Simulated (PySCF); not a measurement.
## Spinor energies of Ir⁴⁶⁺ (iridium, charge +46)

Start: [Ar] 3d10 4s2 4p1; 4p3/2 filled at m_j = +3/2. Calculated with PySCF 2.14 in an even-tempered Gaussian basis (16 s from 6.3 bohr⁻², ratio 2.8; 13 p from 8.2 bohr⁻², ratio 2.8; 8 d from 15 bohr⁻², ratio 2.8; 4 f from 34 bohr⁻², ratio 3): generalised Hartree-Fock with the X2C-1e Hamiltonian and a Gaussian nucleus; one run each with spin-orbit coupling (SO) screened by Boettger's factors, then bare. This is a chosen level, not necessarily the ground level.

| spinor shell | electrons | ε, screened SO (eV) | ε, bare SO (eV) | weight of nominal j (bare SO) | rms radius, bare SO (bohr) |
| --- | --- | --- | --- | --- | --- |
| 1s1/2 | 2 | -78883.0 | -78881.4 | 1.000 | 0.0197 |
| 2s1/2 | 2 | -15863.3 | -15862.8 | 1.000 | 0.0794 |
| 2p1/2 | 2 | -15278.5 | -15316.4 | 1.000 | 0.0672 |
| 2p3/2 | 4 | -13640.6 | -13628.7 | 1.000 | 0.0751 |
| 3s1/2 | 2 | -5444.4 | -5444.3 | 1.000 | 0.201 |
| 3p1/2 | 2 | -5187.5 | -5196.1 | 1.000 | 0.191 |
| 3p3/2 | 4 | -4808.6 | -4805.9 | 1.000 | 0.206 |
| 3d3/2 | 4 | -4400.8 | -4408.4 | 1.000 | 0.179 |
| 3d5/2 | 6 | -4318.9 | -4314.2 | 1.000 | 0.184 |
| 4s1/2 | 2 | -2582.2 | -2582.2 | 1.000 | 0.419 |
| 4p3/2 | 1 | -2372.9 | -2372.0 | 1.000 | 0.423 |

| quantity | screened SO | bare SO |
| --- | --- | --- |
| E (hartree) | -16357.97058 | -16359.42544 |
| M_J | 3/2 | 3/2 |
| ⟨J²⟩ | 3.751 | 3.751 |
| ⟨L²⟩ | 2.070 | 2.075 |
| ⟨S²⟩ | 0.819 | 0.824 |

Each row is a mean over spinors that exchange with the open shell spreads, by up to 13.689 eV (4s1/2).

Breit and QED terms are absent; they matter most for the inner s and p1/2 levels.

Densities and radii are taken from the X2C orbitals without a picture-change correction, which distorts them close to the nucleus.
